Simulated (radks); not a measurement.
Trend from Ni2+ to Pt2+: ionisation energy by Delta-SCF between NIST ground configurations, and size. Calculated with a radial shooting solver on a logarithmic mesh with Libxc functionals: scalar-relativistic Kohn-Sham, r2SCAN, spin-unpolarised, spherical densities, finite nucleus; meta-GGA in the generalised Kohn-Sham scheme; Fermi nuclear charge, rms radius of each element as measured or else 0.836 A^(1/3) + 0.57 fm.

[
 {"species": "Ni2+", "configuration": "[Ar] 3d8", "configuration of the ion": "[Ar] 3d7", "IE (eV)": "37.538", "NIST (eV)": "35.19", "kind": "exp.", "-e(HOMO) (eV)": "28.405 (3d)", "outermost": "3d", "<r> outermost (bohr)": "0.964"},
 {"species": "Pd2+", "configuration": "[Kr] 4d8", "configuration of the ion": "[Kr] 4d7", "IE (eV)": "34.507", "NIST (eV)": "32.930", "kind": "semi-emp.", "-e(HOMO) (eV)": "27.465 (4d)", "outermost": "4d", "<r> outermost (bohr)": "1.37"},
 {"species": "Pt2+", "configuration": "[Xe] 4f14 5d8", "configuration of the ion": "[Xe] 4f14 5d7", "IE (eV)": "32.349", "NIST (eV)": "29", "kind": "theory", "-e(HOMO) (eV)": "26.001 (5d)", "outermost": "5d", "<r> outermost (bohr)": "1.55"}
]

Reference values: NIST Atomic Spectra Database (exp. = measured, semi-emp. = semi-empirical, theory = theoretical value adopted there). Spin polarisation and multiplet splitting are left out, so open shells lie too high by an amount that depends on their filling. Spin-orbit splitting is averaged out at the scalar-relativistic level.

Beside tabulated values, note that spin-unpolarised runs miss the spin-polarisation part of the exchange energy of open shells.
